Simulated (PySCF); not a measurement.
Vibration and rotation of CuF

PBE0 constants of CuF, ¹Σ⁺ (singlet), closed shell (basis Cu cc-pVDZ-PP with ECP10, F cc-pVDZ; scalar-relativistic core potentials; PySCF 2.14; masses 62.9296 and 18.9984 u):

* ωe: 657.3 cm⁻¹
* ωexe: 3.42 cm⁻¹
* Be: 0.38495 cm⁻¹
* αe: 0.00299 cm⁻¹
* D (centrifugal): 5.28e-07 cm⁻¹
* De to Cu (3d10 4s1) + F: 3.97 eV

Problem. Estimate the standard entropy (1 bar) and heat capacity of the ideal gas at 1000 K, rigid rotor with B0 and harmonic oscillator at the fundamental.

Solution. Translation (Sackur–Tetrode, M = 81.93 u): 189.0 J/(mol K). Rotation: q = kT/(σB0) = 1810 with σ = 1, 70.7. Vibration: x = hcν0/kT = 0.936, 9.16. S° = 268.8 J/(mol K); Cp = 7R/2 + 7.73 = 36.8 J/(mol K).

Measured values (Huber and Herzberg, Constants of Diatomic Molecules (1979)): ωe = 622.65 cm⁻¹, ωexe = 3.95 cm⁻¹, Be = 0.3794029 cm⁻¹, αe = 0.0032298 cm⁻¹.
